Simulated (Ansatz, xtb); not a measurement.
A geometry optimisation of GeH2Si2Zn with r2SCAN-D4/def2-SVP

The starting geometry of this gas-phase triplet was built from a drawn formula by distance geometry; its bonds are those of `[Si]=[Ge]=[SiH][ZnH]`.

```xyz
6

Ge   -3.4749   -0.7445    0.5140
Si   -4.7420   -1.6360   -0.5925
Si   -2.0822    0.2627    1.8506
Zn   -2.7745    1.5163    3.3742
H    -0.9668   -0.6650    2.1991
H    -2.5671    2.9247    4.0839
```

**Question.** Predict what becomes of its bonds when it is optimised with r2SCAN-D4/def2-SVP.

**Answer.** New bonds form, giving a structure given below by its coordinates. Distances that change by over a tenth: Ge1–Si2 (1.90 → 2.30 Å), Si3–Zn4 (2.09 → 2.58 Å). Contacts that close: Ge1–Zn4 (3.71 → 2.56 Å), Si2–Zn4 (5.44 → 2.59 Å).

The energy falls by 2.33 eV over 23 steps:

```json
{"step": "1", "E − E(last) (eV)": "2.325"}
{"step": "3", "E − E(last) (eV)": "0.531"}
{"step": "6", "E − E(last) (eV)": "0.374"}
{"step": "8", "E − E(last) (eV)": "0.352"}
{"step": "11", "E − E(last) (eV)": "0.290"}
{"step": "13", "E − E(last) (eV)": "0.258"}
{"step": "16", "E − E(last) (eV)": "0.189"}
{"step": "18", "E − E(last) (eV)": "0.057"}
{"step": "21", "E − E(last) (eV)": "0.002"}
{"step": "23", "E − E(last) (eV)": "0.000"}
```

Final geometry (Å):

```xyz
6

Ge   -2.9430   -0.8923    0.7021
Si   -5.0688   -0.0269    0.7118
Si   -1.0873    0.1481    1.5396
Zn   -3.3732    0.9846    2.3854
H    -0.4932   -0.6542    2.6752
H    -3.6419    2.0988    3.4152
```

From the same start GFN2-xTB reaches the same bonding as this run.

The end wasn't checked by frequencies. Open shells are spin-unrestricted. The triplet needn't be the ground state. Run with Ansatz 0.2.0, 6.3 min on 2 threads of Arm Neoverse V2, on a shared host.
